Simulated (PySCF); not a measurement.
# BLYP on Pb⁺ (lead, charge +1)

Configuration: [Xe] 4f14 5d10 6s1 6p1 6d1, one real determinant (an excited configuration). Calculation: PySCF 2.14, in aug-cc-pwCVTZ-DK3 with one added diffuse shell each of s, d, f type (12s10p9d6f1g, 138 functions); the spin-free X2C one-electron Hamiltonian (Gaussian nucleus).

```json
{
 "Total energy": "-20884.41 hartree",
 "One-electron energy": "-28527.97 hartree",
 "Hartree (Coulomb) energy": "8040.05 hartree",
 "Exchange-correlation energy": "-396.48 hartree",
 "⟨S²⟩": "3.7506",
 "⟨L²⟩": "8.006",
 "Sum of ⟨r⟩": "47.85 bohr",
 "Sum of ⟨r²⟩": "77.47 bohr²",
 "Traceless quadrupole moment −½Σ⟨3z² − r²⟩ along its main axis": "4.64 e·bohr²",
 "Langevin diamagnetic susceptibility": "-61.4 ×10⁻⁶ cm³/mol",
 "Time after the integrals": "of the order of 10 core-seconds"
}
```

| shell | electrons | mean orbital energy (eV) | spread (eV) | rms radius, mean of both spins (bohr) |
| --- | --- | --- | --- | --- |
| 1s α | 1 | -87746.1 | 0 | 0.0181 |
| 1s β | 1 | -87746.0 | 0 | 0.0181 |
| 2s α | 1 | -15706.4 | 0 | 0.0730 |
| 2s β | 1 | -15706.4 | 0 | 0.0730 |
| 2p α | 3 | -13550.8 | 0.027 | 0.0673 |
| 2p β | 3 | -13550.8 | 0.043 | 0.0673 |
| 3s α | 1 | -3781.9 | 0 | 0.186 |
| 3s β | 1 | -3781.9 | 0 | 0.186 |
| 3p α | 3 | -3159.9 | 0.084 | 0.189 |
| 3p β | 3 | -3159.8 | 0.096 | 0.189 |
| 3d α | 5 | -2492.3 | 0.076 | 0.173 |
| 3d β | 5 | -2492.3 | 0.088 | 0.173 |
| 4s α | 1 | -865.65 | 0 | 0.408 |
| 4s β | 1 | -865.61 | 0 | 0.408 |
| 4p α | 3 | -660.25 | 0.162 | 0.436 |
| 4p β | 3 | -660.20 | 0.179 | 0.436 |
| 4d α | 5 | -413.66 | 0.162 | 0.463 |
| 4d β | 5 | -413.61 | 0.186 | 0.463 |
| 5s α | 1 | -155.95 | 0 | 0.904 |
| 5s β | 1 | -155.82 | 0 | 0.904 |
| 4f α | 7 | -145.49 | 0.171 | 0.497 |
| 4f β | 7 | -145.42 | 0.193 | 0.497 |
| 5p α | 3 | -98.647 | 0.300 | 1.03 |
| 5p β | 3 | -98.486 | 0.357 | 1.03 |
| 5d α | 5 | -33.416 | 0.312 | 1.39 |
| 5d β | 5 | -32.986 | 0.494 | 1.39 |
| 6s α | 1 | -23.223 | 0 | 2.31 |
| 6p α | 1 | -13.164 | 0 | 2.97 |
| 6d α | 1 | -5.072 | 0 | 5.31 |

⟨L²⟩ = 8.01 against 12 for a pure F term, so this real determinant mixes terms. Spin-orbit coupling, absent here, splits the open shell strongly. The outer electron is Rydberg-like, and this basis confines it to a smaller radius and binds it less than a complete one would.

Densities and radii are taken from the X2C orbitals without a picture-change correction, which distorts them close to the nucleus.
